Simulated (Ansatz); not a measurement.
Consider the cleavage of the Si–Si bond: `O[SiH2][SiH](O)[SiH3]` + `[OH][Al]([OH])[SH]` → `[OH][Al]([SH])[O][SiH3]` + `O[SiH2][SiH2]O`.

Gas-phase electronic energies from Ansatz, PBE0-D4/def2-TZVP geometries. CCSD(T)/CBS adds triple-zeta CCSD(T) − MP2 to the extrapolated MP2 energy (def2 sets, frozen cores). This one scheme is used for every species. Functionals use def2-TZVPP. B3LYP here is the variant with VWN-RPA as its local correlation; programs differ in this. Each species was taken in one conformer, which may not be the lowest.

CCSD(T)/CBS gives -110.1 kJ/mol.

(1) Another level gave -112.7 kJ/mol. Which?
A. MP2/def2-TZVPP
B. PBE/def2-TZVPP
C. ωB97X-V/def2-TZVPP
D. B3LYP/def2-TZVPP

Largest T1 diagnostic among the species: 0.013.

Results:

(1) D. B3LYP -112.7, PBE -84.0, MP2/def2-TZVPP -117.8, ωB97X-V -108.2 kJ/mol.

In def2-TZVPP, CCSD(T) changes the Hartree–Fock value by +31.9 kJ/mol (the triples alone add +4.5 kJ/mol) and MP2 by +25.9 kJ/mol. From PBE to PBE0 (25 % exact exchange), in def2-TZVPP and without D4, ΔE moves by −10.3 kJ/mol.
